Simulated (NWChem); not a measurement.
System: C2H3O3, doublet; SMILES COC([O])=O

NWChem input:

```
start job
memory heap 200 mb stack 900 mb global 1100 mb
geometry units angstroms noautosym nocenter noautoz
  C      0.085839     1.797846    -0.083439
  O     -0.649734     0.572938    -0.307238
  C     -0.037151    -0.543735     0.052444
  O     -0.618989    -1.654880    -0.113013
  O      1.104704    -0.607295     0.559205
  H      1.018264     1.792767    -0.653036
  H      0.300922     1.925132     0.980243
  H     -0.572222     2.590608    -0.436708
end
basis spherical
  C library def2-svp
  O library def2-svp
  H library def2-svp
end
dft
  odft
  mult 2
  xc m05-2x
  iterations 150
end
cosmo
  do_cosmo_smd true
  solvent propnol2
end
task dft energy
```

NWChem printed, in part:

```
             Northwest Computational Chemistry Package (NWChem) 7.3.0
             --------------------------------------------------------

                             Geometry "geometry" -> ""
                             -------------------------

 Output coordinates in angstroms (scale by  1.889725989 to convert to a.u.)

  No.       Tag          Charge          X              Y              Z
 ---- ---------------- ---------- -------------- -------------- --------------
    1 C                    6.0000     0.08583900     1.79784600    -0.08343900
    2 O                    8.0000    -0.64973400     0.57293800    -0.30723800
    3 C                    6.0000    -0.03715100    -0.54373500     0.05244400
    4 O                    8.0000    -0.61898900    -1.65488000    -0.11301300
    5 O                    8.0000     1.10470400    -0.60729500     0.55920500
    6 H                    1.0000     1.01826400     1.79276700    -0.65303600
    7 H                    1.0000     0.30092200     1.92513200     0.98024300
    8 H                    1.0000    -0.57222200     2.59060800    -0.43670800

 Effective nuclear repulsion energy (a.u.)     174.3836321948

                                 NWChem DFT Module
                                 -----------------

 Summary of "ao basis" -> "ao basis" (spherical)
 ------------------------------------------------------------------------------
       Tag                 Description            Shells   Functions and Types
 ---------------- ------------------------------  ------  ---------------------
 C                          def2-svp                 6       14   3s2p1d
 O                          def2-svp                 6       14   3s2p1d
 H                          def2-svp                 3        5   2s1p

 in cosmo_initialize ...
 calling solv_data for solv:propnol2

 solvent parameters
 solvname_short: propnol2
 solvname_long:  2-propanol
 dielec:       19.2640
 dielecinf:     1.8978
 nonaqueous SMD model solvent descriptors
 dielec:       19.2640
 sola:          0.3300
 solb:          0.5600
 solc:          0.0000
 solg:         30.1300
 solh:          0.0000
 soln:          1.3776

          ---------------
          -cosmo- solvent
          ---------------
 Cosmo: York-Karplus, doi: 10.1021/jp992097l
 dielectric constant -eps-     =  19.26
 screen = (eps-1)/(eps    )    =   0.94809
 surface charge correction     = lagrangian

   van der Waals surface
 --------------------------

 ---------- ATOMIC COORDINATES (A.U.) ------------ VDWR(ANG.) --
     1    0.16221219    3.39743631   -0.15767685     1.850
     2   -1.22781923    1.08269583   -0.58059563     1.700
     3   -0.07020521   -1.02751016    0.09910479     1.850
     4   -1.16971960   -3.12726974   -0.21356360     1.700
     5    2.08758786   -1.14762114    1.05674422     1.700
     6    1.92423994    3.38783839   -1.23405910     1.200
     7    0.56866012    3.63797197    1.85239067     1.200
     8   -1.08134278    4.89553926   -0.82525846     1.200
 number of segments per atom =        128
 number of   points per atom =        128
 atom (   nspa,  nppa )
 ----------------------
    1 (     60,     0 )       0
    2 (     52,     0 )       0
    3 (     35,     0 )       0
    4 (     84,     0 )       0
    5 (     78,     0 )       0
    6 (     55,     0 )       0
    7 (     51,     0 )       0
    8 (     54,     0 )       0
 number of -cosmo- surface points =      469
 molecular surface =     98.416 angstrom**2
 molecular volume  =     73.135 angstrom**3
 -lineq- algorithm             =   0
 -bem- low  level              =   3
 -bem- from -octahedral-
 gaussian surface charge width =   4.50000
 degree of switching           =   1.00000
 switching function tolerance  =   0.00010
 atomic radii =
 --------------
    1  6.000  1.850
    2  8.000  1.700
    3  6.000  1.850
    4  8.000  1.700
    5  8.000  1.700
    6  1.000  1.200
    7  1.000  1.200
    8  1.000  1.200
 ...... end of -cosmo- initialization ......

 nat:                     8
 ixmem:                  3618
 calling mnsol_interface()
 G(SMD-CDS) energy (kcal/mol)  =     3.535
 SMD-CDS SASA (angstrom**2)    =   120.017

            General Information
            -------------------
          SCF calculation type: DFT
          Wavefunction type:  spin polarized.
          No. of atoms     :     8
          No. of electrons :    39
           Alpha electrons :    20
            Beta electrons :    19
          Charge           :     0
          Spin multiplicity:     2
          Use of symmetry is: off; symmetry adaption is: off
          Maximum number of iterations: 150
          AO basis - number of functions:    85
                     number of shells:    39
          Convergence on energy requested:  1.00D-06
          Convergence on density requested:  1.00D-05
          Convergence on gradient requested:  5.00D-04

              XC Information
              --------------
                       M05-2X Method XC Functional
                     Hartree-Fock (Exact) Exchange  0.560
                M05-2X metaGGA Exchange Functional  0.440
                      M05-2X Correlation Potential  1.000

             Grid Information
             ----------------
          Grid used for XC integration:  medium
          Radial quadrature: Mura-Knowles
          Angular quadrature: Lebedev.
          Tag              B.-S. Rad. Rad. Pts. Rad. Cut. Ang. Pts.
          ---              ---------- --------- --------- ---------
          C                   0.70       49          10.0       434
          O                   0.60       49          11.0       434
          H                   0.35       45           9.0       434
          Grid pruning is: on
          Number of quadrature shells:   380
          Spatial weights used:  Erf1

      Superposition of Atomic Density Guess
      -------------------------------------

 Sum of atomic energies:        -300.82091969

      Non-variational initial energy
      ------------------------------

 Total energy =    -302.847318
 1-e energy   =    -757.913568
 2-e energy   =     280.682617
 HOMO         =      -0.379403
 LUMO         =       0.108600

[...]

                                COSMO-SMD solvation results
                                ---------------------------

             internal energy in gas <Psi(g)|H|Psi(g)> =      -303.336835398514
         internal energy in solvent <Psi(s)|H|Psi(s)> =      -303.335600634120
                               delta internal energy  =         0.001234764394 (    0.77 kcal/mol)
   total free energy in solvent <Psi(s)|H+V/2|Psi(s)> =      -303.347058506431
 polarization energy contribution <Psi(s)|V/2|Psi(s)> =        -0.011457872311 (   -7.19 kcal/mol)
    total free energy in solvent including G(SMD-CDS) =      -303.341425673153
                       G(SMD-CDS) energy contribution =         0.005632833278 (    3.53 kcal/mol)
     1 M fixed-concentration free energy of solvation =        -0.004590274639 (   -2.88 kcal/mol)

                    DFT Final Alpha Molecular Orbital Analysis
                    ------------------------------------------

 Vector   18  Occ=1.000000D+00  E=-4.374580D-01
              MO Center=  4.6D-01, -3.7D-01,  2.6D-01, r^2= 2.1D+00
   Bfn.  Coefficient  Atom+Function         Bfn.  Coefficient  Atom+Function
  ----- ------------  ---------------      ----- ------------  ---------------
    61      0.544729  5 O  py                64      0.364571  5 O  py
    18     -0.278892  2 O  px                46      0.237265  4 O  px
    21     -0.208139  2 O  px                49      0.158769  4 O  px
    20     -0.124897  2 O  pz                48      0.106239  4 O  pz
    23     -0.093207  2 O  pz                 4      0.090092  1 C  px

 Vector   19  Occ=1.000000D+00  E=-4.337499D-01
              MO Center=  3.0D-01, -1.0D+00,  2.4D-01, r^2= 1.8D+00
   Bfn.  Coefficient  Atom+Function         Bfn.  Coefficient  Atom+Function
  ----- ------------  ---------------      ----- ------------  ---------------
    62     -0.435555  5 O  pz                48      0.415432  4 O  pz
    65     -0.314046  5 O  pz                51      0.301843  4 O  pz
    60      0.191240  5 O  px                46     -0.183362  4 O  px
    63      0.137895  5 O  px                49     -0.133159  4 O  px
     6      0.063721  1 C  pz                34     -0.055568  3 C  pz

 Vector   20  Occ=1.000000D+00  E=-4.118880D-01
              MO Center= -8.4D-02,  7.8D-01, -7.6D-02, r^2= 2.2D+00
   Bfn.  Coefficient  Atom+Function         Bfn.  Coefficient  Atom+Function
  ----- ------------  ---------------      ----- ------------  ---------------
    20      0.443558  2 O  pz                23      0.338080  2 O  pz
     6     -0.240107  1 C  pz                71      0.220507  6 H  s
    76     -0.220663  7 H  s                 18     -0.194586  2 O  px
    62     -0.189671  5 O  pz                21     -0.148383  2 O  px
    65     -0.147729  5 O  pz                48     -0.133566  4 O  pz

 Vector   21  Occ=0.000000D+00  E= 6.883511D-02
              MO Center=  3.6D-02, -4.9D-01,  8.0D-02, r^2= 1.8D+00
   Bfn.  Coefficient  Atom+Function         Bfn.  Coefficient  Atom+Function
  ----- ------------  ---------------      ----- ------------  ---------------
    34      0.576815  3 C  pz                37      0.539990  3 C  pz
    65     -0.322806  5 O  pz                62     -0.290351  5 O  pz
    51     -0.283225  4 O  pz                48     -0.256110  4 O  pz
    32     -0.253397  3 C  px                35     -0.237864  3 C  px
    23     -0.231892  2 O  pz                20     -0.230503  2 O  pz

 Vector   22  Occ=0.000000D+00  E= 1.327886D-01
              MO Center=  3.1D-01,  1.6D+00,  3.4D-02, r^2= 4.7D+00
   Bfn.  Coefficient  Atom+Function         Bfn.  Coefficient  Atom+Function
  ----- ------------  ---------------      ----- ------------  ---------------
     3      2.042522  1 C  s                 72     -1.143383  6 H  s
    77     -1.142090  7 H  s                 31     -1.022610  3 C  s
    82     -0.861713  8 H  s                  8      0.494786  1 C  py
    17      0.480611  2 O  s                  7      0.444333  1 C  px
    59      0.409939  5 O  s                 45      0.341478  4 O  s

 Vector   23  Occ=0.000000D+00  E= 1.602825D-01
              MO Center=  7.2D-02,  1.5D+00, -6.8D-02, r^2= 3.7D+00
   Bfn.  Coefficient  Atom+Function         Bfn.  Coefficient  Atom+Function
  ----- ------------  ---------------      ----- ------------  ---------------
     3      1.837199  1 C  s                 17     -1.108368  2 O  s
    31      0.851579  3 C  s                 82     -0.641672  8 H  s
     8     -0.637672  1 C  py                72     -0.599240  6 H  s
    77     -0.599612  7 H  s                 45     -0.485048  4 O  s
     7     -0.359525  1 C  px                21     -0.290296  2 O  px

                     DFT Final Beta Molecular Orbital Analysis
                     -----------------------------------------

 Vector   17  Occ=1.000000D+00  E=-4.091794D-01
              MO Center=  2.1D-01,  4.5D-01,  8.1D-02, r^2= 2.3D+00
   Bfn.  Coefficient  Atom+Function         Bfn.  Coefficient  Atom+Function
  ----- ------------  ---------------      ----- ------------  ---------------
    20      0.404029  2 O  pz                62     -0.344070  5 O  pz
    23      0.310678  2 O  pz                65     -0.263632  5 O  pz
     6     -0.192626  1 C  pz                71      0.182486  6 H  s
    76     -0.182622  7 H  s                 18     -0.177223  2 O  px
    60      0.151222  5 O  px                21     -0.136337  2 O  px

 Vector   18  Occ=1.000000D+00  E=-4.089476D-01
              MO Center= -5.3D-02, -7.9D-01,  6.6D-02, r^2= 2.6D+00
   Bfn.  Coefficient  Atom+Function         Bfn.  Coefficient  Atom+Function
  ----- ------------  ---------------      ----- ------------  ---------------
    48      0.444566  4 O  pz                51      0.336310  4 O  pz
    62     -0.309073  5 O  pz                65     -0.228829  5 O  pz
    46     -0.195778  4 O  px                20     -0.192388  2 O  pz
    49     -0.148060  4 O  px                23     -0.143247  2 O  pz
     6      0.138527  1 C  pz                60      0.135627  5 O  px

 Vector   19  Occ=1.000000D+00  E=-3.950562D-01
              MO Center=  3.5D-01, -7.9D-01,  2.4D-01, r^2= 1.9D+00
   Bfn.  Coefficient  Atom+Function         Bfn.  Coefficient  Atom+Function
  ----- ------------  ---------------      ----- ------------  ---------------
    61      0.456288  5 O  py                64      0.327422  5 O  py
    47      0.241686  4 O  py                46     -0.203169  4 O  px
    36      0.185180  3 C  py                50      0.174631  4 O  py
    17     -0.170006  2 O  s                 18     -0.158918  2 O  px
    19      0.149926  2 O  py                49     -0.145855  4 O  px

 Vector   20  Occ=0.000000D+00  E=-1.542497D-01
              MO Center= -1.6D-02, -1.2D+00,  1.1D-01, r^2= 1.8D+00
   Bfn.  Coefficient  Atom+Function         Bfn.  Coefficient  Atom+Function
  ----- ------------  ---------------      ----- ------------  ---------------
    46      0.440849  4 O  px                61      0.371784  5 O  py
    49      0.360851  4 O  px                64      0.298391  5 O  py
    48      0.204897  4 O  pz                51      0.166868  4 O  pz
    35      0.154576  3 C  px                60      0.145997  5 O  px
    47     -0.135433  4 O  py                63      0.132855  5 O  px

 Vector   21  Occ=0.000000D+00  E= 7.266838D-02
              MO Center=  4.3D-02, -5.2D-01,  8.6D-02, r^2= 1.8D+00
   Bfn.  Coefficient  Atom+Function         Bfn.  Coefficient  Atom+Function
  ----- ------------  ---------------      ----- ------------  ---------------
    34      0.577488  3 C  pz                37      0.527015  3 C  pz
    65     -0.331904  5 O  pz                51     -0.298018  4 O  pz
    62     -0.295318  5 O  pz                48     -0.264124  4 O  pz
    32     -0.253700  3 C  px                35     -0.232193  3 C  px
    20     -0.224798  2 O  pz                23     -0.224102  2 O  pz

 Vector   22  Occ=0.000000D+00  E= 1.335327D-01
              MO Center=  3.1D-01,  1.6D+00,  3.4D-02, r^2= 4.8D+00
   Bfn.  Coefficient  Atom+Function         Bfn.  Coefficient  Atom+Function
  ----- ------------  ---------------      ----- ------------  ---------------
     3      2.061013  1 C  s                 72     -1.151926  6 H  s
    77     -1.150600  7 H  s                 31     -1.000253  3 C  s
    82     -0.870153  8 H  s                  8      0.494080  1 C  py
    17      0.468802  2 O  s                  7      0.443893  1 C  px
    59      0.398063  5 O  s                 45      0.343463  4 O  s

   alpha - beta orbital overlaps
   -----------------------------

   alpha      1      2      3      4      5      6      7      8      9     10
    beta      1      2      3      4      5      6      7      8      9     10
 overlap   1.000  1.000  1.000  1.000  1.000  0.989  0.976  0.986  0.999  0.982

   alpha     11     12     13     14     15     16     17     18     19     20
    beta     12     11     13     14     15     19     16     20     18     17
 overlap   0.864  0.997  0.889  0.977  0.995  0.764  0.861  0.731  0.917  0.918

   alpha     21     22     23     24     25     26     27     28     29     30
    beta     21     22     23     24     25     26     27     28     30     29
 overlap   0.999  1.000  0.999  1.000  1.000  0.999  0.998  0.986  0.939  1.000

[...]
```

Level: M05-2X/def2-SVP, spin-unrestricted, SMD on the gas-phase geometry. Geometry: optimised at B3LYP/6-31G* (spherical d), spin-unrestricted. No stability test was run on the SCF state. Solvent: 2-propanol.
